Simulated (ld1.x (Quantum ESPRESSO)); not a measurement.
An all-electron radial function and its pseudo partner (helium (He))

Columns: radius, all-electron u(r) and pseudo u(r) of the 1s shell (level -26.91 eV) of helium in the configuration 1s1.5; BLYP, non-relativistic, TM scheme, ld1.x (Quantum ESPRESSO) 7.5.

```json
{"r (bohr)": "0.025", "all-electron": "0.1239", "pseudo": "0.1039"}
{"r (bohr)": "0.050", "all-electron": "0.2355", "pseudo": "0.2061"}
{"r (bohr)": "0.075", "all-electron": "0.3357", "pseudo": "0.3049"}
{"r (bohr)": "0.100", "all-electron": "0.4255", "pseudo": "0.3988"}
{"r (bohr)": "0.125", "all-electron": "0.5057", "pseudo": "0.4862"}
{"r (bohr)": "0.150", "all-electron": "0.5770", "pseudo": "0.5661"}
{"r (bohr)": "0.175", "all-electron": "0.6403", "pseudo": "0.6374"}
{"r (bohr)": "0.200", "all-electron": "0.6960", "pseudo": "0.6998"}
{"r (bohr)": "0.225", "all-electron": "0.7450", "pseudo": "0.7532"}
{"r (bohr)": "0.250", "all-electron": "0.7877", "pseudo": "0.7981"}
{"r (bohr)": "0.275", "all-electron": "0.8247", "pseudo": "0.8352"}
{"r (bohr)": "0.300", "all-electron": "0.8565", "pseudo": "0.8656"}
{"r (bohr)": "0.325", "all-electron": "0.8836", "pseudo": "0.8904"}
{"r (bohr)": "0.350", "all-electron": "0.9062", "pseudo": "0.9108"}
{"r (bohr)": "0.375", "all-electron": "0.9250", "pseudo": "0.9275"}
{"r (bohr)": "0.400", "all-electron": "0.9401", "pseudo": "0.9412"}
{"r (bohr)": "0.425", "all-electron": "0.9520", "pseudo": "0.9523"}
{"r (bohr)": "0.450", "all-electron": "0.9608", "pseudo": "0.9609"}
{"r (bohr)": "0.475", "all-electron": "0.9669", "pseudo": "0.9670"}
{"r (bohr)": "0.500", "all-electron": "0.9706", "pseudo": "0.9706"}
{"r (bohr)": "0.525", "all-electron": "0.9721", "pseudo": "0.9721"}
{"r (bohr)": "0.550", "all-electron": "0.9715", "pseudo": "0.9715"}
{"r (bohr)": "0.575", "all-electron": "0.9692", "pseudo": "0.9692"}
{"r (bohr)": "0.600", "all-electron": "0.9652", "pseudo": "0.9652"}
{"r (bohr)": "0.625", "all-electron": "0.9597", "pseudo": "0.9597"}
{"r (bohr)": "0.650", "all-electron": "0.9529", "pseudo": "0.9529"}
```

Question: How many radial nodes do the two functions have?

Answer: The all-electron 1s function has n − l − 1 = 0; the pseudo-wave has 0.

Question: At about which radius was the pseudo-wave matched?

Answer: 0.50 bohr. The columns agree to 0.0005 from 0.42 bohr on; several derivatives are matched, so the curves merge somewhat inside the radius.

Question: Where does each function peak?

Answer: Outermost all-electron maximum near 0.53 bohr, pseudo maximum near 0.53 bohr (to the table’s step).

Question: Is the pseudo-wave norm-conserving?

Answer: Yes: the TM scheme keeps the norm inside the radius equal to the all-electron one, which fixes the energy derivative of the logarithmic derivative at the level.
